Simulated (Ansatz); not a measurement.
`O=C=NBCl` + CH₃NH₂ → `CNBCl` + `N=C=O` at 500 K and 1 bar (ligand exchange at a B–N bond).

Computed with Ansatz on PBE0-D4/def2-TZVP structures; ΔE is electronic, products minus reactants. CCSD(T)/CBS is the MP2 limit (def2-TZVPP, def2-QZVPP) plus CCSD(T) − MP2 in def2-TZVPP, frozen cores. This one scheme is used for every species. Each species was taken in one conformer, which may not be the lowest.

```
   species  CCSD(T)/CBS energy (Eh)  H − E (kJ/mol)  S (J/(mol·K))
`O=C=NBCl`               -653.16741           106.1          357.6
    CH₃NH₂                -95.75281           191.8          270.3
   `CNBCl`               -580.41629           218.4          350.1
   `N=C=O`               -168.51995            77.7          264.2
```

H − E and S are ideal-gas, rigid-rotor, harmonic terms from PBE0-D4/def2-TZVP, for one conformer and one mirror image of each species. 1 Eh = 2625.50 kJ/mol, R = 8.31446 J/(mol·K).

Question: By hand: ΔE, ΔH, ΔS and ΔG.

Answer: ΔE = (-580.41629) + (-168.51995) − (-653.16741) − (-95.75281) = -0.01602 Eh = -42.1 kJ/mol. Δ(H − E) = 218.4 + 77.7 − 106.1 − 191.8 = -1.8, so ΔH = -43.9 kJ/mol. ΔS = 350.1 + 264.2 − 357.6 − 270.3 = -13.6 J/(mol·K). ΔG = -43.9 − 500 × (-13.6)/1000 = -37.1 kJ/mol.

Question: By hand: the equilibrium constant, and the temperature at which ΔG would vanish if ΔH and ΔS stayed fixed.

Answer: log₁₀ K = −ΔG/(RT ln 10) = 3.9. ΔG = 0 at ΔH/ΔS = 3228 K, far beyond where these terms or the molecules hold.

The number of gas molecules stays the same, so ΔS is small and ΔH decides. A doubt of 5 kJ/mol in ΔE shifts log₁₀ K by 0.5 here. Other conformers and mirror images would add mixing entropy, several J/(mol·K) or more a flexible species. Modes under 60 cm⁻¹, often nearly free rotors, make the harmonic entropy too high. These are equilibria of isolated gas molecules and say nothing of rates. Largest T1 diagnostic: 0.018 (customary marks: 0.02 for closed shells, 0.045 for open ones).
